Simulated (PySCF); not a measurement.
C₂H₁₁GeNSi.
SMILES with atom numbers: `[CH3:1][CH2:2][GeH2:3][NH:4][SiH3:5]` (hydrogens: H6, H7, H8 on C1; H9, H10 on C2; H11, H12 on Ge3; H13 on N4; H14, H15, H16 on Si5)

Structure used (PBE0-D3(BJ)/def2-SVP), in Å, numbered top down from 1:
```
atom  x, y, z in Å
C1    -2.0016    0.6986   -0.3726
C2    -1.2940   -0.0166    0.7701
Ge3    0.1999   -1.1250    0.1633
N4     1.3426   -0.1003   -0.8635
Si5    2.2731    1.2687   -0.3584
H6    -1.2954    1.3114   -0.9547
H7    -2.7990    1.3650   -0.0074
H8    -2.4651   -0.0150   -1.0727
H9    -0.8870    0.7071    1.4960
H10   -1.9872   -0.6630    1.3341
H11    0.9609   -1.7177    1.3703
H12   -0.2818   -2.2584   -0.7673
H13    1.4433   -0.4122   -1.8239
H14    1.8844    1.5637    1.0557
H15    2.0033    2.4830   -1.1950
H16    3.7539    1.0372   -0.4006
```

Computed, not measured: core-valence-separated Tamm–Dancoff BHandHLYP/aug-pcX-1 (pcseg-1 on H, def2-SVPD on Si, def2-SVPD on Ge) in PySCF, non-relativistic, gas phase, PBE0-D3(BJ)/def2-SVP geometry. Absolute energies from this functional tend to lie a few eV below measured edges; no shift was applied.

The lowest roots of each edge with f over 0.003 (five at most, numbered afresh; weaker and dark ones are left out), with transition dipoles (au) in the frame of the coordinates:

```
root  edge  E (eV)       μx       μy       μz
   1     C  285.39   0.0217  -0.0133   0.0205
   2     C  285.46   0.0025   0.0112  -0.0360
   3     C  285.91  -0.0606  -0.0141   0.0101
   4     C  286.03  -0.0262   0.0499   0.0286
   5     C  286.14  -0.0155   0.0489   0.0424
   6     N  399.81   0.0157   0.0099  -0.0503
   7     N  400.32   0.0258   0.0521   0.0061
   8     N  400.54   0.0401  -0.0110   0.0000
   9     N  400.76   0.0017  -0.0010   0.0223
  10     N  400.96  -0.0138   0.0107  -0.0081
```

What are the oscillator strengths?

f = (2/3) ΔE |μ|², with ΔE in hartree (27.2114 eV):

```json
{"root": "1", "ΔE (Eh)": "10.4878", "|μ|² (au)": "0.001068", "f": "0.007", "core hole on": "C1"}
{"root": "2", "ΔE (Eh)": "10.4904", "|μ|² (au)": "0.001428", "f": "0.010", "core hole on": "C2"}
{"root": "3", "ΔE (Eh)": "10.5069", "|μ|² (au)": "0.003973", "f": "0.028", "core hole on": "C2"}
{"root": "4", "ΔE (Eh)": "10.5113", "|μ|² (au)": "0.003994", "f": "0.028", "core hole on": "C2"}
{"root": "5", "ΔE (Eh)": "10.5155", "|μ|² (au)": "0.004429", "f": "0.031", "core hole on": "C1"}
{"root": "6", "ΔE (Eh)": "14.6926", "|μ|² (au)": "0.002875", "f": "0.028", "core hole on": "N4"}
{"root": "7", "ΔE (Eh)": "14.7116", "|μ|² (au)": "0.003417", "f": "0.034", "core hole on": "N4"}
{"root": "8", "ΔE (Eh)": "14.7197", "|μ|² (au)": "0.001729", "f": "0.017", "core hole on": "N4"}
{"root": "9", "ΔE (Eh)": "14.7278", "|μ|² (au)": "0.000501", "f": "0.005", "core hole on": "N4"}
{"root": "10", "ΔE (Eh)": "14.7349", "|μ|² (au)": "0.000371", "f": "0.004", "core hole on": "N4"}
```

Molecules are fixed in this frame and the field points along (1, 0, −1)/√2. What effective strengths 3 f cos²θ do the roots have (θ between field and μ)?

root 1 (C1): 0.000, root 2 (C2): 0.016, root 3 (C2): 0.053, root 4 (C2): 0.032, root 5 (C1): 0.035, root 6 (N4): 0.064, root 7 (N4): 0.006, root 8 (N4): 0.024, root 9 (N4): 0.006, root 10 (N4): 0.000. Root 6 is the strongest. Averaged over all orientations cos²θ is 1/3, which gives f back.

 Relativistic effects, spin–orbit coupling among them, are left out although an element past zinc is present.

Time: 19 s; peak memory 0.98 GiB. Hardware: an Arm Neoverse V2 with one thread (shared host).

One conformer stands for the species.
